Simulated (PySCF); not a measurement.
Geometry (Å), atoms numbered from 1 in this order:
```xyz
14

Al    1.414    2.319   -0.002
H     2.199    2.761    1.311
H     1.431    3.210   -1.320
C     0.406    0.652    0.002
C     0.364   -0.179    1.139
C    -0.363   -1.368    1.145
C    -1.072   -1.753    0.007
C    -1.050   -0.950   -1.133
C    -0.319    0.237   -1.132
H     0.914    0.108    2.042
H    -0.380   -1.997    2.039
H    -1.645   -2.684    0.009
H    -1.604   -1.253   -2.025
H    -0.313    0.853   -2.037
```

[PySCF: NMR shieldings at B3LYP/pcSseg-1 (pcSseg-2 on Al)/GIAO; PBE0-D3(BJ)/def2-SVP geometry; non-relativistic; no solvent model; averaged over atoms made equivalent by symmetry, fast rotation or ring inversion; single conformer]

References, each an isolated molecule treated in the same way: 13C (σref 179.24), 1H (σref 31.38) vs TMS; 27Al (σref 571.15) against [Al(H2O)6]3+.

| atoms | nucleus | count | δ (ppm) |
| --- | --- | --- | --- |
| H12 | 1H | 1 | 7.45 |
| C4 | 13C | 1 | 151.0 |
| H2/H3 | 1H | 2 | 5.45 |
| H10/H14 | 1H | 2 | 7.90 |
| Al1 | 27Al | 1 | ? |
| C6/C8 | 13C | 2 | 133.8 |
| C7 | 13C | 1 | 138.0 |
| H11/H13 | 1H | 2 | ? |
| C5/C9 | 13C | 2 | ? |

Estimate the values marked ?.

Answers


- C5/C9: 145.8 ppm, carbon bonded to 2 C, H
- H11/H13: 7.41 ppm, hydrogen on a carbon bonded to 2 C
- Al1: 287.1 ppm, aluminium bonded to C, 2 H

Hydrides on Al or Ga are broadened by the quadrupolar metal nucleus. Shifts are as computed, not scaled to solution data. Of 1309 compounds with measured shifts, 239 miss one by over three times the rms of a fit or turn the order of signals round; such compounds aren't used in these exercises.
